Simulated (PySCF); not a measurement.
A PySCF script (with the pyscf-properties extension) for the NMR shieldings of SMILES C=C/C=C\B(C#N)NC, C6H9BN2, on a GFN2-xTB geometry:

```python
import basis_set_exchange as bse
import numpy as np
from pyscf import gto, dft
from pyscf.prop import nmr

atoms = """
C     3.607950   -0.822988    0.228794
C     2.305247   -0.568387    0.128147
C     1.719715    0.682802    0.541709
C     0.418023    1.012268    0.471528
B    -0.791075    0.184375   -0.049191
C    -0.703460   -1.240621   -0.606213
N    -0.693416   -2.307697   -1.032454
N    -2.050246    0.765609   -0.012634
C    -3.310002    0.201304   -0.434233
H     4.297202   -0.097157    0.630976
H     4.030414   -1.761618   -0.085609
H     1.636895   -1.313098   -0.277398
H     2.428471    1.402443    0.940984
H     0.169274    2.007696    0.831979
H    -2.152345    1.704813    0.347290
H    -3.758441    0.805928   -1.227728
H    -3.149868   -0.807180   -0.810111
H    -4.013097    0.157825    0.402507
"""
names = dict.fromkeys(["C", "B", "N", "H"], "pcSseg-1")
basis = {el: gto.basis.parse(bse.get_basis(n, elements=[el], fmt="nwchem")) for el, n in names.items()}
mol = gto.M(atom=atoms, basis=basis, charge=0, verbose=0)
mf = dft.RKS(mol, xc="PBE0")
mf.grids.level = 2
mf.grids.alignment = dft.numint.BLKSIZE   # the property module wants whole blocks of grid points
mf.conv_tol = 1e-9
mf.kernel()

calc = nmr.RKS(mf)   # GIAO
C = mf.mo_coeff
Co = C[:, mf.mo_occ > 0]
resp = mf.gen_response(singlet=True, hermi=2)
def vind(x):   # induced exchange potential for any number of trial vectors
    d = np.einsum("pi,xij,qj->xpq", C, 2 * x.reshape(-1, C.shape[1], Co.shape[1]), Co, optimize=True)
    return np.einsum("xpq,pi,qj->xij", resp(d - d.transpose(0, 2, 1)), C, Co, optimize=True).ravel()
mo1, _ = nmr.rhf.solve_mo1(calc, with_cphf=vind)
sigma = calc.kernel(mo1)
for i, s in enumerate(sigma):   # ppm
    w = np.linalg.eigvalsh((s + s.T) / 2)
    print("%2d %-2s iso %8.1f  s11 %8.1f  s22 %8.1f  s33 %8.1f" % (i, mol.atom_pure_symbol(i), w.mean(), *w))
```

**Question.** What does it print?

**Answer.** 
```
 0 C  iso     55.1  s11    -54.5  s22     59.7  s33    160.1
 1 C  iso     42.4  s11    -73.8  s22     36.8  s33    164.3
 2 C  iso     26.5  s11    -86.0  s22     25.8  s33    139.7
 3 C  iso     51.3  s11    -57.1  s22     51.7  s33    159.3
 4 B  iso     78.7  s11     37.1  s22     85.6  s33    113.5
 5 C  iso     55.8  s11    -68.5  s22    -53.6  s33    289.6
 6 N  iso    -95.0  s11   -266.7  s22   -255.6  s33    237.3
 7 N  iso    130.8  s11     18.2  s22    166.3  s33    207.9
 8 C  iso    150.8  s11    129.0  s22    139.3  s33    184.0
 9 H  iso     26.0  s11     22.8  s22     25.6  s33     29.5
10 H  iso     25.9  s11     23.3  s22     25.2  s33     29.2
11 H  iso     23.1  s11     19.5  s22     20.4  s33     29.5
12 H  iso     24.6  s11     22.2  s22     23.2  s33     28.5
13 H  iso     26.0  s11     23.3  s22     24.4  s33     30.2
14 H  iso     27.4  s11     20.8  s22     29.2  s33     32.1
15 H  iso     28.7  s11     24.2  s22     26.5  s33     35.2
16 H  iso     27.7  s11     23.4  s22     28.9  s33     30.8
17 H  iso     28.7  s11     24.2  s22     26.6  s33     35.2
```

These numbers come from an equivalent density-fitted implementation of the same equations, which agrees with the script to about 0.01 ppm for H and up to a few tenths of a ppm for heavy atoms, so last digits may differ.

Size and cost of the density-fitted run: 198 basis functions, 32 s wall time on 1 thread of an Arm Neoverse V1, shared host; peak memory 0.86 GiB.
